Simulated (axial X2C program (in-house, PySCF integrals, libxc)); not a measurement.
**Outer orbitals of AlSe⁺ at 2.345 Å, HF**

Calculated with an in-house relativistic program for diatomic molecules. Spin-free means the one-electron spin-free X2C Hamiltonian; two-component (2c) means X2C with spin–orbit coupling and atomic mean-field two-electron Coulomb and Gaunt terms, so the difference of the two also holds small scalar two-electron terms. Basis: Se dyall-cv3z [8s9p6d4f1g], Al dyall-v3z [8s8p2d1f] (cores contracted in-house); Gaussian nuclei, density fitting, unrestricted open shells. Masses: Se 79.917 u, Al 26.982 u.

The distance is close to the 2c PBE0 minimum; the highest filled and lowest empty levels are listed.

Spin-free orbitals, state M_S = 1, Λ = 1 (beyond evenly filled blocks: σα, π+α, π+β, π-α) (Löwdin shares):

```json
{"symmetry": "σα", "occupied": "yes", "ε (eV)": "-31.70", "atomic character": "78% Se s, 9% Al p, 6% Al s"}
{"symmetry": "σβ", "occupied": "yes", "ε (eV)": "-28.01", "atomic character": "76% Se s, 10% Al p, 8% Al s"}
{"symmetry": "σα", "occupied": "yes", "ε (eV)": "-19.91", "atomic character": "48% Se p, 44% Al s, 5% Se s"}
{"symmetry": "σβ", "occupied": "yes", "ε (eV)": "-17.56", "atomic character": "46% Se p, 40% Al s, 8% Se s"}
{"symmetry": "π-α", "occupied": "yes", "ε (eV)": "-16.81", "atomic character": "88% Se p, 6% Al p, 5% Al d"}
{"symmetry": "π+α", "occupied": "yes", "ε (eV)": "-16.81", "atomic character": "88% Se p, 6% Al p, 5% Al d"}
{"symmetry": "σα", "occupied": "yes", "ε (eV)": "-16.11", "atomic character": "36% Al p, 32% Al s, 30% Se p"}
{"symmetry": "π+β", "occupied": "yes", "ε (eV)": "-14.99", "atomic character": "83% Se p, 10% Al p, 6% Al d"}
{"symmetry": "σβ", "occupied": "no", "ε (eV)": "-6.77", "atomic character": "42% Al s, 29% Al p, 24% Se p"}
{"symmetry": "π-β", "occupied": "no", "ε (eV)": "-6.44", "atomic character": "61% Se p, 33% Al p, 5% Al d"}
{"symmetry": "π+α", "occupied": "no", "ε (eV)": "-5.02", "atomic character": "89% Al p, 4% Se p, 3% Al d"}
{"symmetry": "π-α", "occupied": "no", "ε (eV)": "-5.02", "atomic character": "89% Al p, 4% Se p, 3% Al d"}
```

Spinors with spin–orbit coupling (state Ω = 2):

```
   ω  occupied  ε (eV)              atomic character    λ mixture
 1/2       yes  -31.66    78% Se s, 9% Al p, 6% Al s       100% σ
-1/2       yes  -28.02   76% Se s, 10% Al p, 8% Al s       100% σ
 1/2       yes  -19.91   48% Se p, 44% Al s, 5% Se s       100% σ
-1/2       yes  -17.61   50% Se p, 36% Al s, 7% Se s  91% σ, 9% π
-1/2       yes  -16.86    83% Se p, 6% Al p, 5% Al s  91% π, 9% σ
 3/2       yes  -16.63    87% Se p, 6% Al p, 5% Al d       100% π
 1/2       yes  -16.10  35% Al p, 32% Al s, 30% Se p  99% σ, 1% π
 1/2       yes  -15.11    83% Se p, 9% Al p, 6% Al d  99% π, 1% σ
-1/2        no   -6.76  41% Al s, 29% Al p, 24% Se p       100% σ
-3/2        no   -6.38   60% Se p, 34% Al p, 5% Al d       100% π
-1/2        no   -5.03    89% Al p, 4% Se p, 3% Al d       100% π
 3/2        no   -5.01    88% Al p, 5% Se p, 3% Al d       100% π
```

Question: How does the gap between the highest filled and lowest empty level change from the spin-free to the 2c table?

Answer: From 8.22 to 8.35 eV at HF, a change of 0.13 eV.

Mulliken charges and populations of the two-component result (they depend on the basis, above all on diffuse functions):

Se 0.18 e (s 7.94 p 15.84 d 10.04), Al 0.82 e (s 5.46 p 6.61 d 0.10 f 0.02). ⟨Lz⟩ = 1.00 ħ and ⟨Sz⟩ = 1.00 ħ (0.70 and 0.30 on the two atoms), which add up to Ω.

One determinant describes the state; a PBE0 search over occupations chose it and may have missed a lower one. PBE0 can misorder states that lie within some tenths of an eV, so this need not be the ground state of the molecule. The nearest other spin-free determinant of the search, M_S = 0, Λ = 1, lies 0.13 eV up at the distance of the search. With several unpaired electrons one determinant need not be a pure state. Open-shell Ω = 0 determinants with evenly filled partner blocks cannot be reached by this program, so the Ω shown need not be the lowest component.
